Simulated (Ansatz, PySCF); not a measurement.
**Pb(CH3)F in two programs**

Pb(CH3)F (singlet), relaxed with PySCF 2.14.0, RKS B3LYP, Pb def2-SVP with ECP60, C def2-SVP, H def2-SVP, F def2-SVP; non-relativistic Hamiltonian with scalar-relativistic core potentials where named; density fitting; no spin-orbit coupling:

```xyz
6

Pb   -0.0199    0.0161   -0.2112
C     1.8921   -0.0015    1.1097
H     2.7848   -0.2423    0.5098
H     2.0237    0.9959    1.5637
H     1.7754   -0.7358    1.9226
F    -1.3429   -0.0364    1.3902
```

There the HOMO–LUMO gap is 3.57 eV. 

The same geometry by Ansatz 0.2.0 (PBE, PAW, a periodic box with 9 Å of vacuum):

```
spin-orbit coupling  gap (eV)  largest force component (eV/Å)
            without      2.31                            0.25
```

Question: What does the run with spin-orbit coupling give?

Answer: gap (eV): 2.38, largest force component (eV/Å): 0.34. It took 9.8 s on 2 threads of Intel(R) Xeon(R) 6975P-C (Granite Rapids), on a shared host, peak memory 1.9 GiB.

The spin-orbit runs use fully relativistic datasets of their own, so changes of a few hundredths of an eV needn't come from the coupling.

A frequency check found unstable modes (1, the lowest at -46 cm⁻¹), so the relaxed geometry is probably a saddle point.

The two programs differ in functional, so their gaps don't test each other.
